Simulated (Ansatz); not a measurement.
```yaml
crystal:
  periodic: [false, false, false]
  atoms:
    - {symbol: Cl, position_ang: [-2.614936, -0.652770, -0.406601]}
    - {symbol: Si, position_ang: [-0.795904, 0.204904, -0.573834]}
    - {symbol: O, position_ang: [0.468478, -0.927872, -0.386428]}
    - {symbol: Si, position_ang: [1.015114, 0.164735, 0.811105]}
    - {symbol: H, position_ang: [-0.752468, 0.657266, -2.038190]}
    - {symbol: H, position_ang: [0.645811, -0.182732, 2.052151]}
    - {symbol: H, position_ang: [2.026942, 0.631263, 0.558019]}
basis:
  gaussian: {orbitals: def2-TZVP, fitting: {mean_field: cc-pVTZ-jkfit}}
hamiltonian: {xc: {name: RPBE}, dispersion: d3bjatm}
accuracy: high
relax: {f_tol: 0.0001, max_steps: 3}
```

```sh
$ ansatz run in.yaml --threads 2 --pin off --events-out ev --progress --plain --max-ram 4352MiB
```

It prints (some lines left out):

```
Functional definition: RPBE
532 factors; integrals over basis functions are off by at most 7.0e-1 eV
mean field evaluation 1: about -30364.5001 eV, gradient 6.5e1 eV
mean field evaluation 2: about -30259.9498 eV, gradient 1.9e2 eV
mean field evaluation 4: about -30371.9839 eV, gradient 1.1e1 eV
mean field evaluation 8: about -30372.2887 eV, gradient 1.7e-1 eV
mean field evaluation 16: about -30372.2890 eV, gradient 3.4e-5 eV
mean field -30372.28904202 eV, -1116.1610352175 hartree, gradient 8.7e-8 eV, S^2 0.000000; 0 other end points of the search recorded, 0 dependent functions left out
reference -30372.28904581 eV, -1116.1610353567 hartree; 28, 28 occupied and 132, 132 virtual orbitals, 532 factors
relax step   1: F+E_penalty+E_count = -30373.57851901 eV  Δ(F+E_penalty+E_count) = +0.000e0 eV  max|allowed force component| = 1.265e1 eV/Å  Δτ_max = 0.0000 Å  (31 SCF iters, accepted)
532 factors; integrals over basis functions are off by at most 7.0e-1 eV
mean field -30374.13186108 eV, -1116.2287575687 hartree, gradient 1.5e-8 eV, S^2 0.000000; 0 other end points of the search recorded, 0 dependent functions left out
reference -30374.13186494 eV, -1116.2287577105 hartree; 28, 28 occupied and 132, 132 virtual orbitals, 532 factors
relax step   2: F+E_penalty+E_count = -30375.40672113 eV  Δ(F+E_penalty+E_count) = -1.828e0 eV  max|allowed force component| = 4.914e0 eV/Å  Δτ_max = 0.1632 Å  (40 SCF iters, accepted)
532 factors; integrals over basis functions are off by at most 7.0e-1 eV
mean field -30374.58574383 eV, -1116.2454374520 hartree, gradient 1.6e-8 eV, S^2 0.000000; 0 other end points of the search recorded, 0 dependent functions left out
reference -30374.58574771 eV, -1116.2454375947 hartree; 28, 28 occupied and 132, 132 virtual orbitals, 532 factors
relax step   3: F+E_penalty+E_count = -30375.86287197 eV  Δ(F+E_penalty+E_count) = -4.562e-1 eV  max|allowed force component| = 8.760e-1 eV/Å  Δτ_max = 0.1416 Å  (37 SCF iters, accepted)
Error: geometry relaxation did not converge after 3 steps: max|allowed force component| = 8.76e-1 eV/Å (threshold 1.0e-4). Raise `relax.max_steps` over both its present limit and 3, loosen `relax.f_tol`, or start from a geometry closer to equilibrium. Where this run's directory can be resumed (`checkpoint.write`), a resume goes on for up to `relax.max_steps` more
```

Task: Something in this input is off. What?

Result: The relaxation is allowed too few steps for its threshold. The calculation stopped without meeting its thresholds.
